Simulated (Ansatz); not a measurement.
WBrO3, that is [WO3Br]- with one electron fewer. The state is a doublet with charge 0. Geometry B3LYP-D4/def2-SVPD, that of the charge -1 singlet; atoms count from 1.

Cartesian coordinates in Å:
```
W -0.082 0.074 0.107
O -0.195 -0.914 1.549
O 0.696 1.592 0.506
O -1.694 0.393 -0.502
Br 1.275 -1.144 -1.660
```

In the def2 sets W takes a core potential; there is no spin–orbit coupling.

**Question.** Estimate the Mulliken populations from the PBE0/def2-TZVPD orbitals of Ansatz.

**Answer.** 
```csv
atom,charge (e),spin (α − β),d electrons
W1,1.70,-0.28,3.46
O2,-0.51,0.08,–
O3,-0.37,0.59,–
O4,-0.37,0.59,–
Br5,-0.44,0.02,–
```
Mulliken values and Mayer orders depend strongly on the basis. With diffuse functions, as here, like atoms can get unlike values, and bond orders can come out too low or too high.

**Question.** Where does the spin sit?

**Answer.** Summed by element: W -0.28, O 1.26, Br 0.02, of 1 unpaired in all. Largest on single atoms: O3 0.59, O4 0.59, W1 -0.28.

**Question.** And the Mayer bond orders between bonded heavy atoms (over 0.3)?

**Answer.** W1–O2 1.85 (1.75 Å); W1–O3 1.52 (1.75 Å); W1–O4 1.52 (1.75 Å); W1–Br5 0.80 (2.54 Å).
